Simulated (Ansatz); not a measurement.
C₃H₈BNSi (`BC(C)([SiH3])C#N`) from Hartree–Fock to CCSD(T)

```xyz
14

B    -0.058   -1.085    1.235
C     0.139    0.170    0.361
C    -1.047    1.139    0.218
Si    0.348   -0.721   -1.358
C     1.396    0.855    0.555
N     2.395    1.412    0.694
H     0.880   -1.660    1.695
H    -1.164   -1.522    1.360
H    -1.183    1.704    1.142
H    -1.964    0.580    0.026
H    -0.894    1.855   -0.592
H    -0.911   -1.443   -1.667
H     1.497   -1.655   -1.337
H     0.566    0.373   -2.332
```

Total charge 0; spin multiplicity 1. The geometry is a stationary point of PBE0-D4/def2-TZVP. Frozen core, restricted reference, Ansatz. CBS rows extrapolate triple and quadruple zeta; past MP2 they add the triple-zeta difference.

```csv
basis,HF (Eh),MP2 corr.,CCSD corr.,(T),CCSD(T) total
def2-SVP,-486.05889,-0.74764,-0.80886,-0.02920,-486.89695
def2-TZVPP,-486.38286,-0.91130,-0.96152,-0.04358,-487.38796
def2-QZVPP,-486.40039,-0.96987,–,–,–
CBS(def2),-486.40281,-1.01326,-1.06347,as TZ,-487.50986
```
